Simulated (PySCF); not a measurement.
HO₃V, SMILES [O]=[V](=[O])[OH], multiplicity 1.

Coordinates come from a PBE0-D3(BJ)/def2-SVP optimisation. The geometry has at least one imaginary mode, so it is a saddle point at that level. The multiplicity is an assumed one; other spin states were not compared. One conformer was computed; it need not be the lowest.

Two levels are set side by side: TDDFT-PBE/def2-SVPD (PySCF) and TDDFT-M06-2X/def2-SVPD (PySCF). Vertical, same geometry. The lowest singlet is HOMO→LUMO 100 % with PBE and HOMO→LUMO 93 % with the other functional; states are paired by order. Differences are taken from unrounded values.

```
quantity                              TDDFT-M06-2X
------------------------------------  ------------
lowest singlet excitation (eV)                3.16
lowest triplet excitation (TDA) (eV)          3.07
```

### Question
What does TDDFT-PBE give, and how far is it from TDDFT-M06-2X? (Estimate from the structure and the level; the computed values follow.)

### Answer

```json
[
 {"quantity": "lowest singlet excitation (eV)", "TDDFT-PBE": "2.42", "TDDFT-PBE minus TDDFT-M06-2X": "-0.74"},
 {"quantity": "lowest triplet excitation (TDA) (eV)", "TDDFT-PBE": "2.29", "TDDFT-PBE minus TDDFT-M06-2X": "-0.78"}
]
```

Functionals without exact exchange tend to place singlet excitations lower, as here. Differences between two approximate levels are no errors against the true value.

Rough cost on one machine, each run with all the roots and properties that it gave: TDDFT-M06-2X against TDDFT-PBE about 10 times.
